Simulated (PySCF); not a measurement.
## NMR data sheet: C7H10B2

| Quantity | Value |
| --- | --- |
| Formula | C7H10B2 |
| SMILES | BC(B)c1ccccc1 |
| Carbon signals | 5 |
| Proton signals | 5 |

Structure with atom numbers: `[BH2:1][CH:2]([BH2:3])[c:4]1[cH:5][cH:6][cH:7][cH:8][cH:9]1`. Each H is labelled by its parent atom.

PySCF 2.14 calculation with geometry from PBE0-D3(BJ)/def2-SVP and GIAO HF/pcSseg-1 shieldings; relativity neglected, in vacuum, single conformer, rapidly exchanging positions averaged.

δ = σ(ref) − σ, references computed at the same level: 1H and 13C vs TMS; 11B against BF3·OEt2.

| carbon | δC, type | δH (multiplicity) | HMBC from (2–3 bonds) | span of the C tensor (ppm) |
| --- | --- | --- | --- | --- |
| C2 | 71.2, CH | 4.16 (quint) | H(C5)/H(C9), H(B1)/H(B3) | 133 |
| C4 | 155.2, C | – | H(C6)/H(C8), H(C5)/H(C9), H(B1)/H(B3), H(C2) | 253 |
| C5/C9 | 132.9, CH | 7.35 (d) | H(C6)/H(C8), H(C5)/H(C9), H(C7), H(C2) | 228 |
| C6/C8 | 137.4, CH | 7.57 (m) | H(C6)/H(C8), H(C5)/H(C9), H(C7) | 251 |
| C7 | 131.2, CH | 7.33 (t) | H(C6)/H(C8), H(C5)/H(C9) | 243 |

Other nuclei:
```json
{"atoms": "H(B1)/H(B3)", "nucleus": "1H", "environment": "hydrogen on a boron bonded to C", "δ (ppm)": "7.15", "σ (ppm)": "24.53"}
{"atoms": "B1/B3", "nucleus": "11B", "environment": "boron bonded to C, 2 H", "δ (ppm)": "81.4", "σ (ppm)": "33.9"}
```

δC 155.2: substituted aromatic carbon. δC 137.4, 132.9, 131.2: aromatic CH; the aromatic region. δC 71.2: sp3 CH bonded to 2 B, on an aromatic ring. δH 7.57, 7.35, 7.33: hydrogen on an aromatic CH; it sits in the deshielding region of the aromatic ring current. δH 7.15: hydrogen on a boron bonded to C.

Hydrogens on boron are broadened and split by 11B (spin 3/2, 80 %) and 10B (spin 3). A carbon bonded to boron is broadened by the quadrupolar boron nucleus and is often missing from a measured spectrum. Shifts are as computed. Against solution values, carbons near 30 ppm lie about -0 ppm off and those near 130 ppm about +7 ppm. Of 1309 compounds with measured shifts, 239 miss one by over three times the rms of a fit or turn the order of signals round; such compounds aren't used in these exercises. No couplings were computed; multiplicities are counted from neighbouring protons, with m where these are inequivalent, close in shift, in a saturated or five-membered ring or joined by F or P, and br s for small geminal =CH2 splittings.
